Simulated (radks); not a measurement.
Q: Numerical settings for the rubidium ion Rb2+, [Ar] 3d10 4s2 4p5. All-electron calculation, scalar-relativistic Kohn-Sham, PBE, spin-unpolarised, spherical densities, point nucleus. Program: a radial shooting solver on a logarithmic mesh with Libxc functionals. The defaults (mesh step 0.008 in ln r, mesh end at 40 bohr or more with all orbitals vanishing there, Anderson mixing 0.5 over 9 steps, residual threshold near 1e-9 with the energy settled to 1e-9 hartree or 1e-11 of itself, here a cap of 64 iterations) give E = -2980.0293 hartree and 4p at -33.739 eV in 14 iterations. Run on one thread of a shared host, so times are rough (Arm Neoverse V2): 0.09 s of CPU time, 0.09 s wall, 14 iterations on 2486 mesh points. One setting is changed at a time: mesh step in ln r 0.003; mesh step in ln r 0.08; mesh step in ln r 0.02; mesh end (bohr) 2; mesh end (bohr) 5; residual threshold 0.001; residual threshold 0.1; mixing 0.05; linear mixing, mixing 1; linear mixing, mixing 0.5; mixing history 2; iteration cap 3. Which runs fail to converge, and which converge to a wrong energy?

A: Not converged within the cap: mesh step in ln r 0.08; linear mixing, mixing 1; iteration cap 3. Settled on a wrong energy, with an occupied level pushed above zero by the early mesh end: mesh end (bohr) 2 (+6.12 hartree). Apart from these: settings that end as converged yet miss the energy by more than 1 mhartree: mesh end (bohr) 5 (+0.00331 hartree).
